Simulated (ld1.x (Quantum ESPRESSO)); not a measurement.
**What one change does to a pseudopotential (thallium (Tl), TM)**

* Element: Tl
* Generator: ld1.x (Quantum ESPRESSO) 7.5
* Type: norm-conserving Troullier–Martins (Kleinman–Bylander form)
* Functional: LDA (PZ)
* Relativity: scalar-relativistic
* Frozen core: [Xe] 4f14 5d10
* Valence charge: 3
* Reference configuration: 6s2 6p0 (charge +1)
* Partial waves: 6s (bound): rc 1.55 bohr; 6p (bound, empty): rc 2.95 bohr
* Local potential: the p channel
* Core correction: none

All-electron outer shells of the reference configuration (LDA (PZ), scalar-relativistic, ld1.x):

| shell | level (eV) | outermost node (bohr) | outermost maximum (bohr) |
| --- | --- | --- | --- |
| 5d | -22.98 | 0.53 | 1.11 |
| 6s | -16.69 | 1.04 | 2.05 |
| 6p | -8.45 | 1.22 | 2.70 |

Change: local potential all-electron potential smoothed inside 2.80 bohr (lloc = -1).

Cutoffs: the cutoffs (Ry, on a coarse ladder) from which the occupation-weighted sum of valence levels, in a spherical-Bessel basis at the reference potential, stays within 10 and 1 mRy of its value at 400 Ry; they do not see the model core or the augmentation charge, which bear on the density cutoff. Errors are all-electron minus pseudo energies relative to the spin-unpolarised reference configuration.

Problem. What does the change do?

Solution. The potential gets neither clearly harder nor softer (35 Ry and 140 Ry → 35 Ry and 140 Ry); a bound ghost appears in d, which as a rule spoils a file; the errors of the 9 common tests hardly move. In the separable form a ghost depends on how the local part lies against the semilocal potential of the channel, so the choice of the local part can create or remove one.

```csv
quantity,base,changed
"cutoff, loose",35 Ry,35 Ry
"cutoff, tight",140 Ry,140 Ry
bound ghosts,none,d
"error for 6s2 6p1, meV [ΔE -5.41 eV]",+47,+47
"error for 6s1 6p0, meV [ΔE 21.20 eV]",+95,+95
"error for 6s2 6p0.5, meV [ΔE -3.44 eV]",+17,+17
"error for 6s0 6p3, meV [ΔE 9.99 eV]",+292,+292
"error for 6s1 6p2, meV [ΔE 2.07 eV]",+114,+114
"error for 6s2 6p1.3, meV [ΔE -5.96 eV]",+65,+65
"error for 6s1 6p1, meV [ΔE 8.38 eV]",+40,+40
"error for 6s2 6p1 (spin-polarised), meV [ΔE -5.52 eV]",+70,+70
"error for 6s1 6p0 (spin-polarised), meV [ΔE 21.01 eV]",+474,+475
s: phases at 3.20 bohr within 0.05 rad from the reference energy up to (Ry; the scan ends near 5),0.5,0.5
p: phases at 3.20 bohr within 0.05 rad from the reference energy up to (Ry; the scan ends near 5),1.6,1.4
```

 A true bound ghost makes a file unfit for plane-wave use even where its test errors are small: the radial tests pick states by their node count and pass the ghost by.
